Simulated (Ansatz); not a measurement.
Reaction (hydrogenolysis of a B–O bond): `CC1OB1O` + H₂ → `CC1BO1` + H₂O

Isolated molecules relaxed with PBE0-D4/def2-TZVP in Ansatz; ΔE leaves out vibrations. CCSD(T)/CBS adds triple-zeta CCSD(T) − MP2 to the extrapolated MP2 energy (def2 sets, frozen cores). This one scheme is used for every species. DFT in def2-TZVPP. Each species was taken in one conformer, which may not be the lowest.

```tsv
level	ΔE (kJ/mol)
PBE-D4	95.3
SCS-MP2/def2-TZVPP	91.9
```

Task: What does CCSD(T)/CBS give? (Best estimate.)

Result: The calculation gave: +87.5 kJ/mol. The listed levels differ from it by 7.8, 4.4 kJ/mol.

Task: What do rigid-rotor, harmonic-oscillator terms from PBE0-D4/def2-TZVP frequencies (298.15 K, 1 bar) make of the CCSD(T)/CBS value? (Estimate.)

Result: The calculation gave: ΔZPE = +11.9 kJ/mol, ΔH = +98.3 kJ/mol, ΔS = 34 J/(mol·K), ΔG = +88.1 kJ/mol.

Largest T1 diagnostic among the species: 0.015.

At CCSD(T), def2-SVP lies +21.7 kJ/mol from the extrapolated value and def2-TZVPP +4.1 kJ/mol. In def2-TZVPP, CCSD(T) changes the Hartree–Fock value by +4.8 kJ/mol (the triples alone add +2.4 kJ/mol) and MP2 by +8.0 kJ/mol. The D4 term adds +3.8 kJ/mol with B3LYP and +2.1 kJ/mol with PBE0; it sums over pairs of atoms, weighted by their polarisabilities, and B3LYP, whose exchange is more repulsive, gets the larger term.

B3LYP here is the variant with VWN-RPA as its local correlation; programs differ in this.
